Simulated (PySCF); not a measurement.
C²⁺: ionisation energy

C²⁺ [He] 2s2 (1S) → C³⁺ [He] 2s1 (2S), as a difference of total energies. All numbers are calculated (PySCF 2.14, no relativity, point nucleus, in cc-pVTZ (4s3p2d1f, 30 functions)). Correlated levels: valence: 1s2 frozen. The calculations carry no spin-orbit coupling.

```csv
method,ionisation energy (eV)
UHF,45.786
MN15,46.979
BP86,47.179
MP2 (valence),46.956
SCS-MP2 (valence),47.190
CCSD (valence),47.770
```

How much does correlation contribute at MP2 (valence)?

46.956 − (45.786) = 1.170 eV, measured against UHF.

Errors of the correlated levels include the incompleteness of this basis and the frozen core.

With two correlated electrons CCSD is exact in that space.

The coupled-cluster amplitudes are large for C²⁺ (T1 above 0.03 or a double amplitude above 0.15), so a single reference is strained.

For comparison: 47.888 eV (measured; NIST Atomic Spectra Database, ionization energies).
